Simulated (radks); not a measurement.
The numbers below are computed, except where a source is named.
Q: These are the eigenvalues of the occupied orbitals of an atom or ion with whole-number occupations (eV). Level of theory: Dirac Kohn-Sham, LDA (Slater exchange, Perdew-Wang correlation), spin-unpolarised, spherical densities, point nucleus (a radial shooting solver on a logarithmic mesh with Libxc functionals).

orbital  eigenvalue
1s1/2     -78255.75
2s1/2     -13741.78
2p1/2     -13173.47
2p3/2     -11446.09
3s1/2     -3230.569
3p1/2     -2975.210
3p3/2     -2595.581
3d3/2     -2169.415
3d5/2     -2087.537
4s1/2     -697.0000
4p1/2     -588.7430
4p3/2     -498.0807
4d3/2     -320.5617
4d5/2     -303.7037
5s1/2     -106.4530
4f5/2      -76.6763
4f7/2      -73.2189
5p1/2      -71.8211
5p3/2      -56.7466
5d3/2      -11.7037
5d5/2      -10.3288
7s1/2       -1.5300

Which element is it, and in what charge state? The configuration may be excited. Open shells, if any, fill j = l - 1/2 first.

A: Z = 78, platinum, charge 0: Pt in [Xe] 4f14 5d9 7s1. The list shows which subshells hold electrons but not how many an open one holds; the 1s level, -2875.8 hartree, gives Z - s = 75.8 by -(Z - s)^2/2, which with screening and relativity narrows Z to a few neighbours, and the depths of the outer levels then fix element, charge and occupations together.
